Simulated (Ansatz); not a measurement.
`O[Si](O)(F)O[SiH3]` + `C[O][Al]([CH3])[OH]` → `CO[Si](O)(O)O[SiH3]` + `[CH3][Al]([OH])[F]`  (redistribution)

Computed with Ansatz on PBE0-D4/def2-TZVP structures; ΔE is electronic, products minus reactants. CBS: MP2 limit from def2 TZ/QZ plus the TZ coupled-cluster correction, frozen cores. Functionals use def2-TZVPP. B3LYP here is the variant with VWN-RPA as its local correlation; programs differ in this. One conformer a species, not always the lowest.

```tsv
level	ΔE (kcal/mol)	difference from CCSD(T)/CBS
PBE-D4	-4.3	0.0
r2SCAN-D4	-3.8	0.5
B3LYP-D4	-4.2	0.1
ωB97X-V	-4.3	0.0
ωB97M-V	-4.3	0.0
PBE	-3.7	0.6
r2SCAN	-3.6	0.7
HF/def2-TZVPP	-2.8	1.5
MP2/def2-TZVPP	-4.3	0.0
CCSD/def2-TZVPP	-3.9	0.4
CCSD(T)/def2-TZVPP	-4.1	0.2
HF/def2-QZVPP	-2.7	1.6
SCS-MP2/def2-QZVPP	-4.1	0.2
HF/CBS(def2)	-2.7	1.6
MP2/CBS(def2)	-4.5	-0.2
CCSD/CBS(def2)	-4.1	0.2
CCSD(T)/CBS	-4.3	0
```

Largest T1 diagnostic among the species: 0.012.

The D4 term adds −0.9 kcal/mol with B3LYP and −0.6 kcal/mol with PBE0; it sums over pairs of atoms, weighted by their polarisabilities, and B3LYP, whose exchange is more repulsive, gets the larger term. In def2-TZVPP, CCSD(T) changes the Hartree–Fock value by −1.4 kcal/mol (the triples alone add −0.2 kcal/mol) and MP2 by −1.5 kcal/mol.
